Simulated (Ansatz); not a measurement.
Molecule: CH7Si2 (charge 0, doublet). It need not be the lowest isomer of its formula. 
Structure (B3LYP-D3(BJ)/def2-TZVP (Ansatz, a program for electronic structure) minimum search):
```xyz
10

Si     1.5005     0.6843     0.0023
C      0.3342    -0.7827    -0.1459
Si    -1.4819    -0.3238     0.0528
H      1.2158     1.6963    -1.0501
H      1.3829     1.3220     1.3410
H      0.5929    -1.5272     0.6120
H      0.4717    -1.2557    -1.1220
H     -1.8732     0.6544    -0.9887
H     -1.7074     0.2828     1.3855
H     -2.3485    -1.5228    -0.0743
```
Charge 0, spin multiplicity 2.

Wanted: vertical ionisation energy (to the singlet state of charge +1; each state is the SCF solution reached for its spin), in eV. Valence correlation only, unless marked. UHF or UKS for open shells. No spin-orbit coupling. Non-relativistic. CBS(X,Y): correlation extrapolated as X^-3; Hartree-Fock from the larger set. [CCSD(T)-MP2]/basis is that difference in the basis named.

```tsv
level	program	vertical ionisation energy (eV)
HF/aug-cc-pV(T+d)Z	Ansatz	7.72
HF/aug-cc-pV(Q+d)Z	Ansatz	7.72
r2SCAN/def2-TZVPD	Ansatz	8.10
B3LYP/def2-TZVPD	Ansatz	8.00
```

Problem. What does RI-MP2/CBS(aug-cc-pV(T+d)Z,aug-cc-pV(Q+d)Z)+[CCSD(T)-MP2]/aug-cc-pV(T+d)Z (Ansatz) give?

Solution. 8.02 eV, so B3LYP/def2-TZVPD differs from it by -0.02 eV.
